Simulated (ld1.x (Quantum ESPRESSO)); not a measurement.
## An all-electron radial function and its pseudo partner (Li)

Columns: radius, all-electron u(r) and pseudo u(r) of the 2p shell (level -1.09 eV) of lithium in the configuration [He] 2s1 2p0; PBE, scalar-relativistic, TM scheme, ld1.x (Quantum ESPRESSO) 7.5.

| r (bohr) | all-electron | pseudo |
| --- | --- | --- |
| 0.210 | 0.0155 | 0.0063 |
| 0.420 | 0.0482 | 0.0245 |
| 0.630 | 0.0870 | 0.0535 |
| 0.840 | 0.1272 | 0.0909 |
| 1.050 | 0.1667 | 0.1341 |
| 1.260 | 0.2042 | 0.1799 |
| 1.470 | 0.2389 | 0.2254 |
| 1.680 | 0.2705 | 0.2680 |
| 1.890 | 0.2998 | 0.3058 |
| 2.100 | 0.3274 | 0.3378 |
| 2.310 | 0.3522 | 0.3638 |
| 2.520 | 0.3738 | 0.3842 |
| 2.730 | 0.3920 | 0.4000 |
| 2.940 | 0.4067 | 0.4120 |
| 3.150 | 0.4180 | 0.4209 |
| 3.360 | 0.4261 | 0.4273 |
| 3.570 | 0.4310 | 0.4314 |
| 3.780 | 0.4331 | 0.4331 |
| 3.990 | 0.4325 | 0.4325 |
| 4.200 | 0.4297 | 0.4297 |
| 4.410 | 0.4248 | 0.4248 |
| 4.620 | 0.4183 | 0.4183 |
| 4.830 | 0.4104 | 0.4104 |
| 5.040 | 0.4013 | 0.4013 |
| 5.250 | 0.3914 | 0.3914 |
| 5.460 | 0.3808 | 0.3808 |

(1) How many radial nodes do the two functions have?

(2) At about which radius was the pseudo-wave matched?

(3) Is the pseudo-wave norm-conserving?

Results:

(1) The all-electron 2p function has n − l − 1 = 0; the pseudo-wave has 0.

(2) 4.20 bohr. The columns agree to 0.0005 from 3.57 bohr on; several derivatives are matched, so the curves merge somewhat inside the radius.

(3) Yes: the TM scheme keeps the norm inside the radius equal to the all-electron one, which fixes the energy derivative of the logarithmic derivative at the level.
